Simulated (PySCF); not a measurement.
## Electron correlation in In⁴¹⁺ (indium, charge +41)

[He] 2s2 2p4, high-spin 3P determinant. Computed with PySCF 2.14 in an even-tempered Gaussian basis (19 s from 16 bohr⁻², ratio 2.2; 12 p from 21 bohr⁻², ratio 2.2; 6 d from 91 bohr⁻², ratio 2.4; 5 f from 140 bohr⁻², ratio 2.4; 4 g from 200 bohr⁻², ratio 2.4), with the spin-free X2C one-electron Hamiltonian (Gaussian nucleus). Frozen: nothing; 8 electrons correlated; the 14 highest virtual orbitals of each spin left out.

MP2 pair energies summed by pair of shells (mhartree):

```tsv
pair	energy	share (%)
2s-2p	-95.21	32.6
2p-2p	-89.07	30.5
1s-1s	-46.05	15.8
1s-2p	-34.63	11.9
2s-2s	-13.91	4.8
1s-2s	-12.79	4.4
```

Total MP2 correlation energy: -291.65 mhartree.

At this charge the one-electron X2C treatment keeps the bare 1/r₁₂, with no two-electron picture change or Breit term. That inflates the 1s pair energies well beyond their four-component values; and a scalar Hamiltonian misses the large spin-orbit splitting of the p shells, which matters for ns² → np² pairs.

Spin-orbit coupling is strong in this species, so the high-spin LS determinant is a model state.
